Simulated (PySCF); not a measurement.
# Excited states of Sc³⁺ (scandium, charge +3)

Ground state [Ar], ¹S. Computed with PySCF 2.14 in aug-cc-pVTZ with one added diffuse shell each of s, p, d, f, g type (9s8p6d4f3g, 118 functions), with no relativity, point nucleus. Vertical excitation energies in eV without spin-orbit coupling; excited terms of each kind are numbered among those the solver found. Frozen: [Ne].

```
 term  leading excitation  EOM-EE-CCSD
1 3P°              3p → d       29.768
1 3F°              3p → d       31.248
1 1D°              3p → d       33.289
1 3D°              3p → d       33.429
1 1F°              3p → d       33.664
1 1P°              3p → s       41.614
 1 3S              3p → p       45.744
 1 3D              3p → p       46.684
 1 1D              3p → p       46.990
 1 1P              3p → p       47.208
 1 3P              3p → p       47.256
 1 1S              3p → p       48.926
 2 3S              3p → p       58.537
 2 1D              3p → p       59.037
```

The solver can miss terms.
